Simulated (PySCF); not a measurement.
Isomers of C5H5F2NO2, one conformer each; single-point electronic energies without zero-point terms and without any empirical dispersion term.

Level: B3LYP/def2-SVPD in PySCF, non-relativistic, each on one gas-phase PBE0-D3(BJ)/def2-SVP geometry that isn't relaxed in the solvent. The solvent is an IEF-PCM continuum (cavity from Bondi-type radii × 1.2). Specific hydrogen bonds and non-electrostatic terms are outside this model.

| isomer | relative energy, gas (kJ/mol) | dipole (D) |
| --- | --- | --- |
| `N#C[C@@H]1CO[C@H](F)[C@@H](F)O1` | 0.0 | 2.97 |
| `CC(=O)COC(F)(F)C#N` | 2.6 | 6.07 |
| `N#C[C@@H]1CO[C@@H](F)[C@@H](F)O1` | 20.6 | 2.07 |
| `N#C[C@]1(OC(F)F)CCO1` | 59.9 | 4.81 |

**Question.** How do the relative energies look in chloroform (ε = 4.711)?

**Answer.** 
```json
{"isomer": "`N#C[C@@H]1CO[C@H](F)[C@@H](F)O1`", "relative energy, solvent (kJ/mol)": "0.0", "E(solvent) − E(gas) (kJ/mol)": "-28.0", "dipole in solvent (D)": "3.58"}
{"isomer": "`CC(=O)COC(F)(F)C#N`", "relative energy, solvent (kJ/mol)": "1.1", "E(solvent) − E(gas) (kJ/mol)": "-29.5", "dipole in solvent (D)": "7.31"}
{"isomer": "`N#C[C@@H]1CO[C@@H](F)[C@@H](F)O1`", "relative energy, solvent (kJ/mol)": "16.3", "E(solvent) − E(gas) (kJ/mol)": "-32.3", "dipole in solvent (D)": "2.56"}
{"isomer": "`N#C[C@]1(OC(F)F)CCO1`", "relative energy, solvent (kJ/mol)": "62.0", "E(solvent) − E(gas) (kJ/mol)": "-26.0", "dipole in solvent (D)": "5.75"}
```

The order is unchanged. Conformers: `[N:1]#[C:2][C@@H:3]1[CH2:4][O:5][C@H:6]([F:7])[C@@H:8]([F:9])[O:10]1` with C2–C3–C4–O5 -179°, C3–C4–O5–C6 57°, C4–O5–C6–F7 68°, O5–C6–C8–F9 -74°; `[CH3:1][C:2](=[O:3])[CH2:4][O:5][C:6]([F:7])([F:8])[C:9]#[N:10]` with C1–C2–C4–O5 -178°, C2–C4–O5–C6 94°, C4–O5–C6–F7 -51°; `[N:1]#[C:2][C@@H:3]1[CH2:4][O:5][C@@H:6]([F:7])[C@@H:8]([F:9])[O:10]1` with C2–C3–C4–O5 -72°, C3–C4–O5–C6 -64°, C4–O5–C6–F7 -99°, O5–C6–C8–F9 -86°; `[N:1]#[C:2][C@:3]1([O:4][CH:5]([F:6])[F:7])[CH2:8][CH2:9][O:10]1` with C2–C3–O4–C5 68°, C3–O4–C5–F6 157°. `N#C[C@@H]1CO[C@@H](F)[C@@H](F)O1` gains most from the continuum, while `CC(=O)COC(F)(F)C#N` has the largest gas-phase dipole. The gains span 6.3 kJ/mol, the gas-phase energies 59.9 kJ/mol.
